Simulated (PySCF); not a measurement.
Removing the step error of a finite difference

System: H6FN3Si, singlet, geometry from GFN2-xTB. Level: PBE0/6-31G, polarisability run with PySCF. Sums are taken with unrounded values, so a last digit can differ.

Second differences of the energy in a field along z gave a polarisability along z of 36.287 bohr³ at step 0.005 and 37.179 bohr³ at step 0.05 (atomic units).

**Question.** Extrapolate to zero step.

**Answer.** The leading error of a symmetric difference goes as h², so A(h) = A0 + c h². Then c = (37.179 - (36.287))/(0.05² - 0.005²) = 360 (atomic units) and A0 = 36.287 - c × 0.005² = 36.278 bohr³. The analytic value from the same program and level is 36.279 bohr³: the smaller step missed it by 0.008, the extrapolation by -0.001.
